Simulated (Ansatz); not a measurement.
```yaml
crystal:
  periodic: [false, false, false]
  atoms:
    - {symbol: C, position_ang: [-0.586395, 0.657095, 0.726980]}
    - {symbol: B, position_ang: [-0.425771, -0.453022, -0.488428]}
    - {symbol: S, position_ang: [0.637081, -2.115967, -0.170338]}
    - {symbol: S, position_ang: [1.495216, -0.558187, -1.384968]}
    - {symbol: H, position_ang: [0.302854, 0.675831, 1.453897]}
    - {symbol: H, position_ang: [-0.750316, 1.719184, 0.321370]}
    - {symbol: H, position_ang: [-1.520535, 0.395635, 1.345176]}
    - {symbol: H, position_ang: [-1.258883, -0.547943, -1.424056]}
    - {symbol: H, position_ang: [2.199780, 0.178549, -0.397482]}
basis:
  gaussian: {orbitals: x2c-TZVPPall}
hamiltonian: {xc: {name: HF}}
correlation: {method: mp2, frozen_orbitals: {C: 9}}
output: {forces: true}
```

```sh
$ ansatz run in.yaml --threads 2 --pin off --events-out ev --progress --plain --max-ram 4352MiB
```

Output, abridged:

```
Functional definition: HF
Error: "frozen_orbitals" has no count for B
```

(1) Something in this input is off. What?

Results:

(1) Frozen orbitals are typed for one element alone, and the program wants a count for each. The program refused the input.
